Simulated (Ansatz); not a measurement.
Ansatz (a program for electronic structure) input (RI-MP2/def2-QZVPP):
A basis named .json is the Basis Set Exchange file of that set.

Ansatz 0.2 input:
```yaml
crystal:
  periodic: [false, false, false]
  atoms:
    - {symbol: Sn, position_ang: [-0.02797399, -0.02575360, 0.03654894]}
    - {symbol: O, position_ang: [1.39170360, 0.33420287, -1.15405831]}
    - {symbol: O, position_ang: [-1.48279100, -0.13502874, 1.07454956]}
    - {symbol: H, position_ang: [2.12739847, -0.30571300, -1.19137685]}
basis:
  gaussian:
    orbitals: def2-QZVPP.json
    fitting: {mean_field: def2-universal-jkfit, correlation: def2-QZVPP-RIFIT.json}
total_charge: 1
magnetization: {spin_polarized: false}
correlation: {method: mp2, electrons: outside_noble_gas}
```

Output:

```
Functional definition: HF
integrals: 0.19 GiB planned
390 factors; integrals over basis functions are off by at most 1.3e0 eV
mean field: 0.50 GiB planned
mean field evaluation 1: about -9873.4394 eV, gradient 9.0e1 eV
mean field evaluation 2: about -9860.2592 eV, gradient 1.2e2 eV
mean field evaluation 4: about -9887.5238 eV, gradient 6.0e0 eV
mean field evaluation 8: about -9887.6352 eV, gradient 1.7e-1 eV
mean field -9887.63567199 eV, -363.3639088655 hartree, gradient 2.2e-6 eV, S^2 0.000000; 0 other end points of the search recorded, 0 dependent functions left out; unrestricted orbitals would lower it
mean field evaluation 16: about -9887.7494 eV, gradient 6.6e-1 eV
11 core orbitals not correlated
614 factors; their error is unknown
reference -9887.63567199 eV, -363.3639088655 hartree; 8, 8 occupied and 207, 207 virtual orbitals, 614 factors
second order -16.97569285 eV of doubles, -0.00000000 eV of singles
Total energy: -9904.61136485 eV, -363.9877540714 hartree
```

It need not be the lowest isomer of its formula.
